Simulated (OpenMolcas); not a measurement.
# Ar²⁺: effect of the IPEA shift

* Program: OpenMolcas
* Basis: ANO-RCC-VTZP [5s4p2d1f]
* Scalar Hamiltonian: DKH2, point nucleus
* Active space: 6 electrons in 4 orbitals (3s 3p)
* State averaging: 2S+1 = 3 even, 3 roots; 2S+1 = 1 even, 6 roots kept (CI in the orbitals of an earlier block); 2S+1 = 3 odd, 3 roots; 2S+1 = 1 odd, 3 roots kept (CI in the orbitals of an earlier block)
* Spin-orbit coupling: RASSI with atomic mean-field integrals over the reference wave functions, term energies averaged over their components

Methods on the same reference wave functions:
A. CASSCF
B. SS-CASPT2, IPEA 0 Eh, imaginary shift 0.1 Eh (closed shells correlated: 2s 2p)
C. SS-CASPT2, IPEA 0.25 Eh, imaginary shift 0.1 Eh (closed shells correlated: 2s 2p)

Energies in cm⁻¹ above 3s² 3p⁴ ³P₂, the measured ground level; measured values from Saloman, J. Phys. Chem. Ref. Data 39, 033101 (2010).

| Level | A | B | C | Measured |
| --- | --- | --- | --- | --- |
| 3s² 3p⁴ ³P₂ | 0.0 | 0.0 | 0.0 | 0.0 |
| 3s² 3p⁴ ³P₁ | 1028 | 1032 | 1033 | 1112 |
| 3s² 3p⁴ ³P₀ | 1464 | 1472 | 1472 | 1570 |
| 3s² 3p⁴ ¹D₂ | 17052 | 15010 | 14570 | 14010 |
| 3s² 3p⁴ ¹S₀ | 31849 | 34290 | 33630 | 33266 |
| 3s 3p⁵ ³P°₂ | 139473 | 121920 | 124890 | 113801 |
| 3s 3p⁵ ³P°₁ | 140464 | 122910 | 125880 | 114797 |
| 3s 3p⁵ ³P°₀ | 140972 | 123420 | 126390 | 115328 |
| 3s 3p⁵ ¹P°₁ | 203072 | 173580 | 176130 | 144022 |

Deviations, from unrounded energies. A percentage is the sum of absolute deviations over the sum of measured energies, with the sign that they share, or ± where signs differ.

```json
{"Against measurement": "mean absolute deviation (cm-1)", "Levels": "8", "A": "18000", "B": "7000", "C": "8300"}
{"Against measurement": "fine structure of the ground term (%)", "Levels": "2", "A": "-7.1", "B": "-6.6", "C": "-6.6"}
{"Against measurement": "other terms of the ground configuration (%)", "Levels": "2", "A": "±9.4", "B": "+4.3", "C": "+2.0"}
{"Against measurement": "other configurations (%)", "Levels": "4", "A": "+27.9", "B": "+11.0", "C": "+13.4"}
```

B lies closest to measurement on these levels and A furthest from it. The largest miss of B in the table is 3s 3p⁵ ¹P°₁, by +30000 cm-1. The ranking rests on the paired levels alone, and a cruder setting can come out closer through cancelling errors.

Between B and C the level of the table that moves most is 3s 3p⁵ ³P°₂, by 3000 cm-1 (lowest in B, highest in C). Moves below CASPT2's spread within the term are not significant.

From A to B the spin-free energies of the other terms of 3s² 3p⁴ shown, above ³P, scale by factors of 0.88 to 1.08.

The lowest spin-free term lies below A's lowest term by 0.185 hartree in B, 0.177 hartree in C.

CASPT2 breaks the degeneracy within a term, and the mean is taken; among the terms shown or strongly mixed into the levels shown the widest spread is 160 cm-1 (3s² 3p⁴ ¹D, C). Over all roots computed the reference weight is 0.85 to 0.96 in B, 0.87 to 0.96 in C; the roots of lowest weight are the least certain, and an intruder state may touch them. Terms from blocks run as CI alone lack orbitals of their own. Terms of s pⁿ other than that of highest spin mix with s² pⁿ⁻² d, which this space lacks; all of them can be thousands of cm-1 off, and some have no real level of that name. Computed and measured levels are paired by configuration, term and J; levels that our copy of the source lacks, or whose pairing is in doubt (as where it misses far off the trend of its configuration), stay unpaired and out of the deviations. Only configurations of the active space appear.

° marks odd parity.
